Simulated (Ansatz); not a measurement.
Compare A (`F[Si]([SiH3])Cl`•) with its isomer B (`F[SiH][SiH2]Cl`•).

Calculated with Ansatz (gas phase, PBE0-D4/def2-TZVP geometries, no zero-point term in ΔE). CCSD(T)/CBS is the MP2 limit (def2-TZVPP, def2-QZVPP) plus CCSD(T) − MP2 in def2-TZVPP, frozen cores. Functionals use def2-TZVPP. B3LYP here is the variant with VWN-RPA as its local correlation; programs differ in this. No spin–orbit coupling; open shells (•) take unrestricted orbitals. One conformer a species, not always the lowest.

**Question.** Which isomer does CCSD(T)/CBS put lower? Give the gap. (Best estimate.)

**Answer.** Computed: A, by 19.6 kJ/mol.

**Question.** Give E(B) − E(A) in kJ/mol with B3LYP, CCSD(T)/def2-SVP, LDA (SPW92), HF/def2-TZVPP, B3LYP-D4, CCSD/def2-TZVPP, PBE-D4. (Best estimate.)

**Answer.** Ansatz gave: B3LYP 23.0, CCSD(T)/def2-SVP 21.3, LDA (SPW92) 28.7, HF/def2-TZVPP 13.9, B3LYP-D4 23.3, CCSD/def2-TZVPP 18.6, PBE-D4 25.6. None reverses the order clearly.

**Question.** Does the order hold for the free energy at 298.15 K (harmonic terms from PBE0-D4)? (Estimate.)

**Answer.** Computed: Yes: G(B) − G(A) = +19.9 kJ/mol, for one conformer each. Modes under 60 cm⁻¹, often nearly free rotors, make the harmonic entropy too high.

Largest T1 diagnostic: 0.015.

Leaving LDA and LC-ωPBE aside and taking each functional with its dispersion term where it has one, the values, not all of them listed here, spread over 6.5 kJ/mol, from PBE-QIDH to BLYP-D4. LDA lies +3.3 kJ/mol from PBE without D4. From PBE to PBE0 (25 % exact exchange), in def2-TZVPP and without D4, E(B) − E(A) moves by −3.4 kJ/mol.
